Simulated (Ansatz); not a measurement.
B8P8⁻ (relaxed from a model of (BP)8 cage of four- and six-membered rings, whose bonding it doesn't keep). Charge -1, multiplicity 2. Geometry r2SCAN-D4/def2-SVP; atoms count from 1.

```xyz
16

B     1.377   -1.865   -0.367
P     0.057   -3.001    0.566
B    -0.486   -2.070   -0.994
P     1.033   -1.813   -2.231
B     1.244   -0.052   -1.412
P     2.348   -0.261    0.124
B     1.129    0.599    1.381
P    -0.343   -0.136    2.336
B    -0.926   -1.351    0.927
P    -2.058   -1.019   -0.567
B    -1.447    0.804   -0.896
P     0.053    1.416   -1.894
P     0.937    2.544    1.408
B    -0.703    1.605    1.562
P    -2.027    2.270    0.257
B    -0.188    2.331   -0.202
```

Problem. Estimate the Mulliken populations from the PBE0/def2-SVP orbitals of Ansatz.

Solution. 
```json
{"atom": "B1", "charge (e)": "-0.11", "spin (α − β)": "0.12"}
{"atom": "P2", "charge (e)": "-0.04", "spin (α − β)": "0.00"}
{"atom": "B3", "charge (e)": "-0.11", "spin (α − β)": "0.12"}
{"atom": "P4", "charge (e)": "-0.04", "spin (α − β)": "0.00"}
{"atom": "B5", "charge (e)": "-0.13", "spin (α − β)": "0.11"}
{"atom": "P6", "charge (e)": "0.02", "spin (α − β)": "0.02"}
{"atom": "B7", "charge (e)": "-0.13", "spin (α − β)": "0.11"}
{"atom": "P8", "charge (e)": "0.02", "spin (α − β)": "0.02"}
{"atom": "B9", "charge (e)": "-0.13", "spin (α − β)": "0.11"}
{"atom": "P10", "charge (e)": "0.02", "spin (α − β)": "0.02"}
{"atom": "B11", "charge (e)": "-0.13", "spin (α − β)": "0.11"}
{"atom": "P12", "charge (e)": "0.02", "spin (α − β)": "0.02"}
{"atom": "P13", "charge (e)": "-0.04", "spin (α − β)": "0.00"}
{"atom": "B14", "charge (e)": "-0.11", "spin (α − β)": "0.12"}
{"atom": "P15", "charge (e)": "-0.04", "spin (α − β)": "0.00"}
{"atom": "B16", "charge (e)": "-0.11", "spin (α − β)": "0.12"}
```
Mulliken values depend strongly on the basis.

Problem. Where does the spin sit?

Solution. Summed by element: B 0.92, P 0.08, of 1 unpaired in all. Largest on single atoms: B14 0.12, B16 0.12, B1 0.12.

Problem. And the Mayer bond orders between heavy atoms (over 0.3)?

Solution. B1–P2 0.87 (1.98 Å); B1–P4 0.99 (1.90 Å); B1–P6 0.95 (1.94 Å); P2–B3 0.99 (1.90 Å); P2–B9 0.93 (1.95 Å); B3–P4 0.87 (1.98 Å); B3–P10 0.95 (1.94 Å); P4–B5 0.93 (1.95 Å); B5–P6 1.04 (1.90 Å); B5–P12 0.96 (1.95 Å); P6–B7 0.96 (1.95 Å); B7–P8 1.04 (1.90 Å); B7–P13 0.93 (1.95 Å); P8–B9 0.96 (1.95 Å); P8–B14 0.95 (1.94 Å); B9–P10 1.04 (1.90 Å); P10–B11 0.96 (1.95 Å); B11–P12 1.04 (1.90 Å); B11–P15 0.93 (1.95 Å); P12–B16 0.95 (1.94 Å); P13–B14 0.99 (1.90 Å); P13–B16 0.87 (1.98 Å); B14–P15 0.87 (1.98 Å); P15–B16 0.99 (1.90 Å).
